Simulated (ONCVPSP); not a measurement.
## What one change does to a pseudopotential (Ca (Z = 20), ONCV)

calcium (Ca), optimised norm-conserving Vanderbilt (ONCV), made with ONCVPSP 4.0.1 (PBE, scalar-relativistic). Core [Ar], reference 3d1 4s1. Waves: 4s: rc 3.90 bohr, ncon 4, nbas 7, qcut 1.5 1/bohr, 3 projectors, debl 0.8 Ha; p scattering state at 0.39 Ha: rc 3.95 bohr, ncon 4, nbas 7, qcut 1.7 1/bohr, 1 projector; 3d: rc 2.55 bohr, ncon 3, nbas 8, qcut 7.1 1/bohr, 2 projectors, debl 1.4 Ha. Local part: polynomial inside 1.70 bohr (lpopt 5, dvloc0 2 Ha). Core correction: none.

In the p channel the program set the typed energies aside and used 0.050 Ha.

Change: s: debl 3.2.

Cutoffs: the cutoffs (Ha) at which the residual kinetic energy of the hardest occupied pseudo-wave falls to 1 and 0.1 mHa per electron; they do not see the model core or the augmentation charge, which bear on the density cutoff. Errors are all-electron minus pseudo energies relative to the spin-unpolarised reference configuration.

Question: How do hardness, ghosts and transferability respond?

Answer: The potential gets neither clearly harder nor softer (13 Ha and 18 Ha → 13 Ha and 18 Ha); the errors of the 4 common tests hardly move; the range in which the s phases agree narrows (upper end 2.5 → 0.2); neither file shows a bound ghost.

| quantity | base | changed |
| --- | --- | --- |
| cutoff, loose | 13 Ha | 13 Ha |
| cutoff, tight | 18 Ha | 18 Ha |
| bound ghosts | none | none |
| GHOST(+) flags under 300 eV | s at 70.2 eV, s at 73.4 eV | s at 76.7 eV |
| error for 3d0 4s2, meV [ΔE -2.28 eV] | +262 | +260 |
| error for 3d0 4s1, meV [ΔE 4.03 eV] | +316 | +288 |
| error for 3d0 4s1.5, meV [ΔE 0.22 eV] | +283 | +270 |
| error for 3d1 4s0, meV [ΔE 5.41 eV] | +109 | +109 |
| s: phases at 3.95 bohr within 0.05 rad from the reference energy up to (Ha; the scan ends near 5) | 2.5 | 0.2 |
| p: phases at 4.02 bohr within 0.05 rad from the reference energy up to (Ha; the scan ends near 5) | 0.4 | 0.4 |
| d: phases at 2.58 bohr within 0.05 rad from the reference energy up to (Ha; the scan ends near 5) | 3.7 | 3.7 |
